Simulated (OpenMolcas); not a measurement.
**neutral bismuth: effect of the basis set**

```json
{"Program": "OpenMolcas 26.06", "Method": "SS-CASPT2, IPEA 0.25 Eh, imaginary shift 0.1 Eh (closed shells correlated: 5d)", "Active space": "5 electrons in 8 orbitals (6s 6p 7s 7p)", "State averaging": "2S+1 = 4 odd, 1 root; 2S+1 = 2 odd, 8 roots", "Spin-orbit coupling": "state interaction with AMFI integrals over the reference wave functions, term energies averaged over their components"}
```

A. ANO-RCC-VTZP [8s7p5d3f2g], DKH2, point nucleus; CASPT2 step roughly 4 core-seconds
B. ANO-RCC-VQZP [9s8p6d4f3g], DKH2, point nucleus; CASPT2 step roughly 17 core-seconds
C. ANO-RCC [11s10p9d6f4g], DKH2, point nucleus; CASPT2 step about 27 core-seconds

Energies in cm-1 above 6s2 6p3 4S* 3/2, the measured ground level; measured values from NIST Handbook of Basic Atomic Spectroscopic Data.

```json
{"Level": "6s2 6p3 4S* 3/2 [69 %]", "A": "0.0", "B": "0.0", "C": "0.0", "Measured": "0.0"}
{"Level": "6s2 6p3 2D* 3/2 [66 %]", "A": "10460", "B": "10250", "C": "10100", "Measured": "11419"}
{"Level": "6s2 6p3 2D* 5/2", "A": "14670", "B": "14280", "C": "14120", "Measured": "15438"}
{"Level": "6s2 6p3 2P* 1/2", "A": "21840", "B": "21420", "C": "21190", "Measured": "21661"}
{"Level": "6s2 6p3 2P* 3/2 [68 %]", "A": "30220", "B": "29880", "C": "29630", "Measured": "33165"}
```

Deviations, from unrounded energies. A percentage is the sum of absolute deviations over the sum of measured energies, with the sign that they share, or ± where signs differ.

```json
{"Against measurement": "mean absolute deviation (cm-1)", "Levels": "4", "A": "1200", "B": "1500", "C": "1700"}
{"Against measurement": "other terms of the ground configuration (%)", "Levels": "4", "A": "±5.9", "B": "-7.2", "C": "-8.1"}
```

A lies closest to measurement on these levels and C furthest from it. The largest miss of A in the table is 6s2 6p3 2P* 3/2 [68 %], by -2900 cm-1. The ranking rests on the paired levels alone, and a cruder setting can come out closer through cancelling errors.

Among A to C the level of the table that moves most is 6s2 6p3 2P* 1/2, by 650 cm-1 (lowest in C, highest in A). Moves below CASPT2's spread within the term are not significant.

Term energies are means over components that CASPT2 splits; among the terms shown or strongly mixed into the levels shown the widest spread is 170 cm-1 (6s2 6p3 2D*, A). Active for correlation alone: 7p 7s; no level in the range computed is led by a configuration that fills them, so any true level of that kind is missing. Spin-orbit splittings of 6p shells tend to come out small when the coupling is added on scalar orbitals. Measured partners are found by configuration, term and J. A level has none where our copy of the source lacks it or the pairing is in doubt (some pairs that miss far off the trend of their configuration count as doubtful), and it then counts in no deviation. Only configurations of the active space appear.

A share in square brackets marks a mixed level and gives the weight of the term that names it, the lowest over the columns. * marks odd parity.
